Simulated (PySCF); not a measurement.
**Mo(19+) (molybdenum, charge +19) across methods**

[Ar] 3d5, high-spin 6S determinant. Calculation: PySCF 2.14, in an even-tempered Gaussian basis (17 s from 1.7 bohr⁻², ratio 2.5; 11 p from 2.2 bohr⁻², ratio 2.5; 8 d from 2.2 bohr⁻², ratio 2.5; 4 f from 9.9 bohr⁻², ratio 2.7; 4 g from 15 bohr⁻², ratio 2.7); no relativity, point nucleus. The B2PLYP total includes its PT2 part (frozen core); its orbital energies are those of the SCF part.

| method | E (hartree) | mean ε 3p α (eV) | mean ε 3p β (eV) | mean ε 3d α (eV) | Σ⟨r²⟩ (bohr²) | ⟨S²⟩ |
| --- | --- | --- | --- | --- | --- | --- |
| r2SCAN0 | -3790.05 | -957.11 | -936.06 | -815.81 | 2.510 | 8.751 |
| B2PLYP | -3789.94 | -964.94 | -941.54 | -822.78 | 2.511 | 8.750 |
| LDA | -3785.37 | -940.20 | -927.11 | -804.83 | 2.514 | 8.750 |
| r2SCAN | -3790.02 | -947.22 | -929.68 | -807.90 | 2.510 | 8.750 |
| PBE0 | -3789.69 | -952.55 | -934.49 | -813.58 | 2.511 | 8.750 |
| PBE | -3789.53 | -940.89 | -927.42 | -804.85 | 2.512 | 8.750 |

**Question.** Estimate the same row for UHF.

**Answer.** E (hartree) = -3788.99681; mean ε 3p α (eV) = -985.96; mean ε 3p β (eV) = -953.29; mean ε 3d α (eV) = -838.21; Σ⟨r²⟩ (bohr²) = 2.509; ⟨S²⟩ = 8.751.

A non-relativistic calculation at this Z misses sizeable relativistic shifts.
